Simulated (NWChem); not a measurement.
Everything below was run with NWChem. System: Ge$_{2}$, charge 0, spin multiplicity 3, at a geometry optimised with UPBE0/def2-SVP. The structure started from a generated list of species. Its SCF solution wasn't tested for a lower state. Level: UCCSD(T)/def2-SVP, 18 core orbitals frozen.

Input file:

```
start mol
memory heap 100 mb stack 700 mb global 1900 mb
geometry units angstroms nocenter noautoz
  Ge     0.000000     0.000000     1.133808
  Ge     0.000000     0.000000    -1.133808
  symmetry group D2h
end
basis spherical
  * library def2-svp
end
scf
  uhf
  nopen 2
  maxiter 100
  thresh 1e-7
  semidirect memsize 60000000 filesize 0
  # guess.movecs holds the orbitals of an unrestricted PBE0 run
  vectors input guess.movecs output mol.movecs
end
tce
  freeze core 18
  ccsd(t)
  thresh 1e-6
  maxiter 100
  tilesize 24
end
task tce energy
```

Output (cleaned and shortened):

```
             Northwest Computational Chemistry Package (NWChem) 7.3.0
             --------------------------------------------------------

                                NWChem Input Module
                                -------------------

 Scaling coordinates for geometry "geometry" by  1.889725989
 (inverse scale =  0.529177249)

 Turning off AUTOSYM since
 SYMMETRY directive was detected!

                             Geometry "geometry" -> ""
                             -------------------------

 Output coordinates in angstroms (scale by  1.889725989 to convert to a.u.)

  No.       Tag          Charge          X              Y              Z
 ---- ---------------- ---------- -------------- -------------- --------------
    1 Ge                  32.0000     0.00000000     0.00000000     1.13380800
    2 Ge                  32.0000     0.00000000     0.00000000    -1.13380800

 Effective nuclear repulsion energy (a.u.)     238.9635207088

            Nuclear Dipole moment (a.u.)
            ----------------------------
        X                 Y               Z
 ---------------- ---------------- ----------------
     0.0000000000     0.0000000000     0.0000000000

      Symmetry information
      --------------------

 Group name             D2h
 Group number             26
 Group order               8
 No. of unique centers     1

      Symmetry unique atoms

     1


 Summary of "ao basis" -> "" (spherical)
 ------------------------------------------------------------------------------
       Tag                 Description            Shells   Functions and Types
 ---------------- ------------------------------  ------  ---------------------
 *                          def2-svp                  on all atoms

 Summary of "ao basis" -> "ao basis" (spherical)
 ------------------------------------------------------------------------------
       Tag                 Description            Shells   Functions and Types
 ---------------- ------------------------------  ------  ---------------------
 Ge                         def2-svp                12       32   5s4p3d
[...]
    Number of AO functions :    64
       Number of AO shells :    24
        Use of symmetry is : on
      Symmetry adaption is : on
         Schwarz screening : 0.10D-09

          Correlation Information
          -----------------------
          Calculation type : Coupled-cluster singles & doubles w/ perturbation
   Perturbative correction : (T)
            Max iterations :      100
        Residual threshold : 0.10D-05
     T(0) DIIS level shift : 0.00D+00
     L(0) DIIS level shift : 0.00D+00
     T(1) DIIS level shift : 0.00D+00
     L(1) DIIS level shift : 0.00D+00
     T(R) DIIS level shift : 0.00D+00
     T(I) DIIS level shift : 0.00D+00
   CC-T/L Amplitude update :  5-th order DIIS
                I/O scheme : Global Array Library
        L-threshold :  0.10D-05
        EOM-threshold :  0.10D-05
 no EOMCCSD initial starts read in
 TCE RESTART OPTIONS
 SLICE:      F
 D4D5:       F
 quantumc:   F
 qrotation:  F
 pwtce:      F
 qducc:      F
 nacto:                         0
 nrotv:                         0
 nrot:                          0

            Memory Information
            ------------------
          Available GA space size is     249028608 doubles
          Available MA space size is     104853916 doubles

 Maximum block size supplied by input
 Maximum block size        24 doubles

 tile_dim =      7

 -------------------------------------------------

 Global array virtual files algorithm will be used

 Parallel file system coherency ......... OK


 half-transformed integrals in memory

 2-e (intermediate) file size =        18092032
 2-e (intermediate) file name = ./mol.v2i

 2-e integrals stored in memory



CCSD iterations
 ---------------------------------------------------------
 Iter          Residuum       Correlation     Cpu    Wall
 ---------------------------------------------------------
    1   0.1852298948805  -0.4020768873296     3.3     3.3
    2   0.0370263097450  -0.3918721355421     3.3     3.3
    3   0.0137395330028  -0.4006626117837     3.3     3.3
    4   0.0065840406218  -0.4012857442193     3.3     3.3
    5   0.0035495312659  -0.4022320812456     3.3     3.3
    6   0.0012691220515  -0.4027507280042     3.3     3.3
    7   0.0006395519026  -0.4027832614860     3.3     3.3
    8   0.0003816295424  -0.4027852595258     3.9     3.9
    9   0.0002386398249  -0.4027897705573     3.3     3.3
   10   0.0001514201676  -0.4027954918208     3.4     3.4
   11   0.0000195807724  -0.4028066980788     3.3     3.3
   12   0.0000074504990  -0.4028072038999     3.3     3.3
   13   0.0000039800864  -0.4028078712782     3.3     3.3
   14   0.0000023141228  -0.4028080044138     3.3     3.3
   15   0.0000014178044  -0.4028080900290     3.3     3.3
   16   0.0000003651571  -0.4028081394480     3.3     3.3
 -----------------------------------------------------------------
 Iterations converged
 CCSD correlation energy / hartree =        -0.402808139448010
 CCSD total energy / hartree       =     -4150.547661458417679

 Singles contributions

 Doubles contributions
    35b2g (alpha)    34b2g (beta ) ---    33b3u (alpha)    31b3u (beta )       -0.1568577179
 CCSD(T)
 Using plain CCSD(T) code
             total no. of tasks        24336
 total no. of tasks / no. procs        24336
                         wl_min            8           1.4
                         wl_max        18816           5.2
        thresh for no. of tasks        24336

 CCSD[T]  correction energy / hartree =        -0.019366469710212
 CCSD[T] correlation energy / hartree =        -0.422174609158222
 CCSD[T] total energy / hartree       =     -4150.567027928127573
 CCSD(T)  correction energy / hartree =        -0.017691473296327
 CCSD(T) correlation energy / hartree =        -0.420499612744337
 CCSD(T) total energy / hartree       =     -4150.565352931714187

 Task  times  cpu:       68.5s     wall:       68.5s

 Total times  cpu:       68.5s     wall:       68.5s
```
